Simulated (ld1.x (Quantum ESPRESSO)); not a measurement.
Which change was made? (Cl, PAW)

| Property | Result |
| --- | --- |
| Element | Cl (Z = 17) |
| Generator | ld1.x (Quantum ESPRESSO) 7.5 |
| Type | PAW |
| Functional | PW91 |
| Relativity | non-relativistic |
| Frozen core | [Ne] |
| Valence charge | 7 |
| Reference configuration | 3s2 3p5 |
| Partial waves | 3s (bound): rcut 1.25, rcutus 1.60 bohr; 3s channel at -0.1 Ry: rcut 1.25, rcutus 1.60 bohr; 3p (bound): rcut 1.30, rcutus 1.80 bohr; 3p channel at -0.3 Ry: rcut 1.30, rcutus 1.80 bohr; 3d channel at 0.4 Ry: rc 1.45 bohr |
| Local potential | the d channel |
| Core correction | a·sin(br)/r model core, default radius (core density twice the valence density) |
| Augmentation charge | PSQ, inside the norm-conserving radii |

Cutoffs, loose and tight: the cutoffs (Ry, on a coarse ladder) from which the occupation-weighted sum of valence levels, in a spherical-Bessel basis at the reference potential, stays within 10 and 1 mRy of its value at 400 Ry. They do not see the model core or the augmentation charge, which bear on the density cutoff. Test errors are all-electron minus pseudo excitation energies from the reference, over the configurations 3s2 3p4; 3s2 3p3; 3s2 3p2; 3s1 3p6; 3s2 3p1; 3s1 3p5; 3s2 3p5.3; variants that change the core or the reference have their own tests. The largest error is taken over the tests solved by every variant that gives reliable tests at all, those not shown here included: 3s2 3p2; 3s2 3p3; 3s2 3p4.

The base gives: outcome: generated; cutoff, loose: 21 Ry; cutoff, tight: 25 Ry; bound ghosts: none; largest test error (meV): -16.

Question: After one change the result is: outcome: generated; cutoff, loose: 15 Ry; cutoff, tight: 55 Ry; bound ghosts: p; largest test error (meV): -23. Which change was it?
A. waves 3p (bound): rcut 1.12, rcutus 1.18 bohr; 3p channel at -0.3 Ry: rcut 1.12, rcutus 1.18 bohr
B. waves 3p (bound): rcut 1.30, rcutus 1.98 bohr; 3p channel at -0.3 Ry: rcut 1.30, rcutus 1.98 bohr
C. waves 3p (bound): rcut 1.30, rcutus 1.64 bohr; 3p channel at -0.3 Ry: rcut 1.30, rcutus 1.64 bohr

Answer: A. The others give: waves 3p (bound): rcut 1.30, rcutus 1.98 bohr; 3p channel at -0.3 Ry: rcut 1.30, rcutus 1.98 bohr → outcome: generated; cutoff, loose: 18 Ry; cutoff, tight: 25 Ry; bound ghosts: none; largest test error (meV): -14 | waves 3p (bound): rcut 1.30, rcutus 1.64 bohr; 3p channel at -0.3 Ry: rcut 1.30, rcutus 1.64 bohr → outcome: generated; cutoff, loose: 25 Ry; cutoff, tight: 30 Ry; bound ghosts: none; largest test error (meV): -19.
